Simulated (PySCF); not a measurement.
Ionisation energy of F⁺ by level of theory

F⁺ [He] 2s2 2p4 (3P) → F²⁺ [He] 2s2 2p3 (4S), as a difference of total energies. Calculation: PySCF 2.14, in def2-TZVPPD; the non-relativistic Hamiltonian (point nucleus). Correlated levels: valence: 1s2 frozen. The calculations carry no spin-orbit coupling.

```csv
method,ionisation energy (eV)
UHF,33.412
MP2 (valence),34.605
SCS-MP2 (valence),34.699
CCSD (valence),34.647
CCSD(T) (valence),34.669
```

How much does correlation contribute at CCSD(T) (valence)?

34.669 − (33.412) = 1.257 eV, measured against UHF.

Errors of the correlated levels include the incompleteness of this basis and the frozen core.

For comparison: 34.950 eV (measured; NIST levels, between the centres of gravity of the two terms).
